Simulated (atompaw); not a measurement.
B: one change to a PAW (atompaw) potential, before and after

```json
{
  "Element": "B",
  "Generator": "atompaw 4.2.0.5",
  "Type": "PAW",
  "Functional": "LDA (PW92)",
  "Relativity": "scalar-relativistic",
  "Frozen core": "[He]",
  "Valence charge": "3",
  "Reference configuration": "2s1 2p0 (charge +2)",
  "Partial waves": "2s (bound): rc 2.05 bohr; 2s channel at -0.9 Ry: rc 2.05 bohr; 2p (bound, empty): rc 2.05 bohr; 2p channel at 1.85 Ry: rc 2.05 bohr; 3d channel at -0.05 Ry: rc 2.05 bohr; 3d channel at 0.65 Ry: rc 2.05 bohr",
  "Local potential": "ultrasoft scheme with l = 3 at 0 Ry, radius 1.60 bohr",
  "Core correction": "smooth core density matched at 1.10 bohr",
  "Augmentation charge": "gaussian compensation charge, radius 1.65 bohr; PAW radius 2.05 bohr; waves and projectors: custom rrkj gramschmidtortho"
}
```

Change: local potential bessel scheme, radius 1.60 bohr.

Cutoffs: the cutoffs (Ry, on a coarse ladder) from which the occupation-weighted sum of valence levels, in a spherical-Bessel basis at the reference potential, stays within 10 and 1 mRy of its value at 400 Ry; they do not see the model core or the augmentation charge, which bear on the density cutoff.

Problem. What does the change do?

Solution. Both files are so soft that the ladder of cutoffs tells neither apart; the range in which the p phases agree widens (upper end 2.6 → at the end of the scan); neither file shows a bound ghost.

| quantity | base | changed |
| --- | --- | --- |
| cutoff, loose | 8 Ry | 8 Ry |
| cutoff, tight | 10 Ry | 10 Ry |
| bound ghosts | none | none |
| s: phases at 2.05 bohr within 0.05 rad from the reference energy up to (Ry; the scan ends near 5) | 2.0 | 2.1 |
| p: phases at 2.05 bohr within 0.05 rad from the reference energy up to (Ry; the scan ends near 5) | 2.6 | to the end of the scan |
| d: phases at 2.05 bohr within 0.05 rad from the reference energy up to (Ry; the scan ends near 5) | to the end of the scan | to the end of the scan |
| lowest overlap eigenvalue by channel | s 0.53, p 0.86, d 0.75 | s 0.56, p 0.86, d 0.97 |

Base: The cutoffs count occupied waves only; the empty 2p level needs 15 Ry at the loose tolerance. Changed file: The cutoffs count occupied waves only; the empty 2p level needs 15 Ry at the loose tolerance. The cutoffs see the waves, projectors and local potential, not the compensation charge or the core.
